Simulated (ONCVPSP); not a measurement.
**Ranking ONCV potentials for oxygen (O)**

All share these settings but for the change named:

O, optimised norm-conserving Vanderbilt (ONCV), made with ONCVPSP 4.0.1 (PBE, scalar-relativistic). Core [He], reference 2s1.5 2p4.5. Waves: 2s: rc 0.85 bohr, ncon 4, nbas 8, qcut 6.5 1/bohr, 1 projector; 2p: rc 1.05 bohr, ncon 3, nbas 7, qcut 6.5 1/bohr, 2 projectors, debl 3.8 Ha; d scattering state at 0.25 Ha: rc 0.85 bohr, ncon 4, nbas 8, qcut 9.6 1/bohr, local. Local part: the d channel. Core correction: none.

Test errors are all-electron minus pseudo excitation energies from the reference, over 2s2 2p4; 2s2 2p3; 2s2 2p2; 2s2 2p3.5. None of these files shows a bound ghost.

The base gives 223.7 meV.

Of 7 variants that were run, those that failed, showed a ghost or another fault, or gave nearly equal values are left out.

A variant can come out equal or close to the base, since the largest error may sit in a test that the change hardly touches while other tests move.

(1) Rank these variants by their largest absolute test error, smallest first.
A. functional LDA (Perdew-Zunger); p: rc 0.85, qcut 8
B. p: nbas 8
C. s: qcut 9.7; p: qcut 9.7; d: qcut 14.4

Results:

(1) A (90.1 meV), C (108.3 meV), B (222.3 meV).
